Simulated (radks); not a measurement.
These are the eigenvalues of the occupied orbitals of an atom or ion with whole-number occupations (hartree). Calculated with a radial shooting solver on a logarithmic mesh with Libxc functionals: scalar-relativistic Kohn-Sham, PBE, spin-unpolarised, spherical densities, point nucleus.

1s: -2154.374
2s: -400.0989
2p: -359.1852
3s: -123.6680
3p: -111.2057
3d: -95.93338
4s: -54.83497
4p: -50.24212

Which element is it, and in what charge state? The configuration may be excited.

Answer. Z = 68, erbium, charge +32: Er32+ in [Kr]. The list shows which subshells hold electrons but not how many an open one holds; the 1s level, -2154.4 hartree, gives Z - s = 65.6 by -(Z - s)^2/2, which with screening and relativity narrows Z to a few neighbours, and the depths of the outer levels then fix element, charge and occupations together.
